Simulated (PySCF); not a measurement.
# Radial density of B⁻ (boron, charge -1)

UHF, [He] 2s2 2p2, high-spin 3P determinant. All numbers are calculated (PySCF 2.14, scalar relativity by spin-free X2C-1e, in aug-cc-pCVQZ-DK).

```json
{"r (bohr)": "0.00493", "4πr²ρ (e/bohr)": "0.02147", "4πr²(ρα − ρβ)": "0.0000"}
{"r (bohr)": "0.00829", "4πr²ρ (e/bohr)": "0.05805", "4πr²(ρα − ρβ)": "0.0000"}
{"r (bohr)": "0.0140", "4πr²ρ (e/bohr)": "0.1542", "4πr²(ρα − ρβ)": "-0.0001"}
{"r (bohr)": "0.0235", "4πr²ρ (e/bohr)": "0.3950", "4πr²(ρα − ρβ)": "-0.0003"}
{"r (bohr)": "0.0395", "4πr²ρ (e/bohr)": "0.9510", "4πr²(ρα − ρβ)": "-0.0006"}
{"r (bohr)": "0.0664", "4πr²ρ (e/bohr)": "2.058", "4πr²(ρα − ρβ)": "-0.0012"}
{"r (bohr)": "0.112", "4πr²ρ (e/bohr)": "3.731", "4πr²(ρα − ρβ)": "-0.0012"}
{"r (bohr)": "0.188", "4πr²ρ (e/bohr)": "5.052", "4πr²(ρα − ρβ)": "0.0040"}
{"r (bohr)": "0.316", "4πr²ρ (e/bohr)": "4.246", "4πr²(ρα − ρβ)": "0.0304"}
{"r (bohr)": "0.531", "4πr²ρ (e/bohr)": "1.767", "4πr²(ρα − ρβ)": "0.1225"}
{"r (bohr)": "0.894", "4πr²ρ (e/bohr)": "0.9635", "4πr²(ρα − ρβ)": "0.3323"}
{"r (bohr)": "1.50", "4πr²ρ (e/bohr)": "1.526", "4πr²(ρα − ρβ)": "0.5635"}
{"r (bohr)": "2.53", "4πr²ρ (e/bohr)": "1.083", "4πr²(ρα − ρβ)": "0.5034"}
{"r (bohr)": "4.25", "4πr²ρ (e/bohr)": "0.3271", "4πr²(ρα − ρβ)": "0.2259"}
{"r (bohr)": "7.15", "4πr²ρ (e/bohr)": "0.05167", "4πr²(ρα − ρβ)": "0.0479"}
{"r (bohr)": "12.0", "4πr²ρ (e/bohr)": "0.003935", "4πr²(ρα − ρβ)": "0.0039"}
```

Densities and radii are taken from the X2C orbitals without a picture-change correction, which distorts them close to the nucleus.
